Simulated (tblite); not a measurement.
C₇H₆N₂SSe.
Bonds: C1–S2, S2–C3, C3–C4 (aromatic), C4–C5 (aromatic), C5–C6 (aromatic), C6–C7 (aromatic), C7–Se8 (aromatic), Se8–N9 (aromatic), N9–N10 (aromatic), N10–C11 (aromatic), C3–C11 (aromatic), C7–C11 (aromatic). Hydrogens: H12, H13, H14 on C1; H15 on C4; H16 on C5; H17 on C6.

Computed with GFN2-xTB (tblite), gas phase: L-BFGS steps from a force-field or distance-geometry start until the largest atomic force falls under 0.01 eV/Å.

Step 38: E = -823.8140 eV
```
atom  x, y, z in Å  |  force x, y, z in eV/Å
C1     -2.8759   -0.2820    0.1671    0.051   0.016   0.024
S2     -1.8220    0.4160    1.4769    0.044   0.017   0.041
C3     -0.2795    0.4174    0.5766   -0.002  -0.028  -0.055
C4      0.1157    1.5459   -0.1086    0.011   0.000   0.013
C5      1.3299    1.5921   -0.7979    0.033  -0.024   0.014
C6      2.1809    0.5078   -0.8051   -0.004  -0.041  -0.022
C7      1.7844   -0.6496   -0.1481    0.013  -0.032  -0.036
Se8     2.6319   -2.3016   -0.0177   -0.036   0.007   0.042
N9      1.1302   -2.8103    0.9616   -0.096  -0.032   0.066
N10     0.2920   -1.9216    1.1026    0.041   0.001  -0.024
C11     0.5414   -0.7156    0.5441    0.053   0.028   0.006
H12    -3.9016   -0.1152    0.4757   -0.016  -0.019   0.002
H13    -2.6630    0.2522   -0.7520   -0.069  -0.018  -0.096
H14    -2.6769   -1.3433    0.0608    0.022  -0.022  -0.001
H15    -0.5367    2.4052   -0.1036    0.033   0.040   0.014
H16     1.6072    2.4898   -1.3310   -0.022  -0.001   0.047
H17     3.1350    0.5251   -1.3114   -0.056   0.108  -0.033
```

Step 39: E = -823.8161 eV
```
atom  x, y, z in Å  |  force x, y, z in eV/Å
C1     -2.8720   -0.2851    0.1634    0.044   0.001  -0.002
S2     -1.8279    0.4224    1.4740    0.086   0.024   0.062
C3     -0.2787    0.4212    0.5819   -0.036   0.012  -0.064
C4      0.1181    1.5507   -0.1012    0.040   0.013  -0.007
C5      1.3310    1.5928   -0.7954    0.015  -0.019   0.012
C6      2.1770    0.5042   -0.8126   -0.017  -0.015   0.003
C7      1.7804   -0.6500   -0.1506   -0.002  -0.051  -0.044
Se8     2.6196   -2.3048   -0.0217    0.033  -0.025   0.026
N9      1.1262   -2.8079    0.9690   -0.082  -0.031   0.051
N10     0.2918   -1.9162    1.1110   -0.014   0.019  -0.006
C11     0.5406   -0.7127    0.5471    0.025   0.033   0.028
H12    -3.9010   -0.1346    0.4731    0.025  -0.021  -0.019
H13    -2.6635    0.2521   -0.7555   -0.091  -0.009  -0.080
H14    -2.6552   -1.3426    0.0530    0.004  -0.030   0.009
H15    -0.5305    2.4148   -0.0935    0.059  -0.010   0.017
H16     1.6092    2.4913   -1.3271   -0.022  -0.007   0.047
H17     3.1280    0.5164   -1.3250   -0.066   0.116  -0.031
```

Step 40: E = -823.8186 eV
```
atom  x, y, z in Å  |  force x, y, z in eV/Å
C1     -2.8691   -0.2883    0.1592    0.028  -0.016  -0.031
S2     -1.8331    0.4294    1.4700    0.108   0.023   0.055
C3     -0.2780    0.4250    0.5858   -0.052   0.050  -0.057
C4      0.1221    1.5561   -0.0930    0.054   0.018  -0.024
C5      1.3335    1.5933   -0.7917   -0.010  -0.008   0.008
C6      2.1730    0.4999   -0.8209   -0.032   0.014   0.029
C7      1.7769   -0.6514   -0.1540   -0.014  -0.060  -0.045
Se8     2.6078   -2.3087   -0.0254    0.098  -0.066   0.011
N9      1.1219   -2.8056    0.9785   -0.050  -0.016   0.022
N10     0.2928   -1.9099    1.1204   -0.083   0.044   0.021
C11     0.5413   -0.7090    0.5509   -0.017   0.023   0.037
H12    -3.9013   -0.1551    0.4712    0.075  -0.021  -0.035
H13    -2.6698    0.2504   -0.7622   -0.101  -0.006  -0.038
H14    -2.6352   -1.3423    0.0453   -0.010  -0.026   0.021
H15    -0.5215    2.4254   -0.0817    0.078  -0.055   0.018
H16     1.6120    2.4931   -1.3209   -0.013  -0.008   0.040
H17     3.1197    0.5096   -1.3412   -0.061   0.111  -0.032
```

Step 41: E = -823.8217 eV
```
atom  x, y, z in Å  |  force x, y, z in eV/Å
C1     -2.8655   -0.2924    0.1539    0.009  -0.036  -0.052
S2     -1.8372    0.4378    1.4658    0.096   0.010   0.017
C3     -0.2779    0.4297    0.5883   -0.042   0.068  -0.029
C4      0.1279    1.5627   -0.0837    0.054   0.016  -0.038
C5      1.3368    1.5940   -0.7871   -0.032   0.003   0.003
C6      2.1677    0.4946   -0.8308   -0.035   0.039   0.048
C7      1.7721   -0.6544   -0.1597   -0.026  -0.061  -0.031
Se8     2.5962   -2.3140   -0.0289    0.130  -0.096   0.004
N9      1.1163   -2.8028    0.9913   -0.014   0.015  -0.014
N10     0.2934   -1.9021    1.1318   -0.137   0.062   0.043
C11     0.5419   -0.7045    0.5551   -0.057   0.001   0.024
H12    -3.9009   -0.1791    0.4687    0.129  -0.017  -0.043
H13    -2.6804    0.2478   -0.7715   -0.094  -0.007   0.022
H14    -2.6131   -1.3426    0.0370   -0.020  -0.005   0.032
H15    -0.5087    2.4377   -0.0673    0.081  -0.082   0.018
H16     1.6161    2.4958   -1.3115    0.005  -0.003   0.024
H17     3.1083    0.5038   -1.3613   -0.048   0.091  -0.030
```

Q: Estimate the geometry and energy of step 42. (The exact step hangs on the optimiser's Hessian estimate; all steps are aligned on step 41, rigid shifts and turns removed.)

A: E = -823.8250 eV, largest force 0.167 eV/Å
```
atom  x, y, z in Å  |  force x, y, z in eV/Å
C1     -2.8615   -0.2969    0.1487    0.004  -0.044  -0.055
S2     -1.8388    0.4456    1.4618    0.045  -0.008  -0.036
C3     -0.2789    0.4344    0.5878   -0.005   0.061   0.010
C4      0.1344    1.5694   -0.0758    0.033   0.004  -0.035
C5      1.3401    1.5947   -0.7826   -0.033   0.013  -0.007
C6      2.1613    0.4891   -0.8409   -0.029   0.043   0.059
C7      1.7658   -0.6594   -0.1680   -0.028  -0.043  -0.008
Se8     2.5875   -2.3200   -0.0298    0.107  -0.095   0.007
N9      1.1106   -2.7985    1.0061    0.016   0.043  -0.042
N10     0.2924   -1.8939    1.1430   -0.147   0.067   0.044
C11     0.5406   -0.7005    0.5571   -0.078  -0.022  -0.008
H12    -3.8984   -0.2032    0.4662    0.146  -0.009  -0.032
H13    -2.6935    0.2445   -0.7807   -0.070  -0.007   0.075
H14    -2.5923   -1.3431    0.0298   -0.020   0.006   0.036
H15    -0.4938    2.4497   -0.0524    0.060  -0.076   0.017
H16     1.6222    2.4997   -1.2986    0.027   0.007  -0.001
H17     3.0953    0.5004   -1.3818   -0.028   0.061  -0.025
```

The energy changes by -0.0034 eV. The first-order estimate −F·Δx gives -0.0046 eV and the mean of the old and new forces, exact on a quadratic surface, -0.0034 eV. The step makes an angle of 79° with the force vector and moves no atom by more than 0.025 Å.

What follows is the cost of the whole relaxation. Time: 1.5 s of wall time. Hardware: one thread, Arm Neoverse V1 (aarch64), shared host with 64 logical CPUs at a one-minute load of 19.
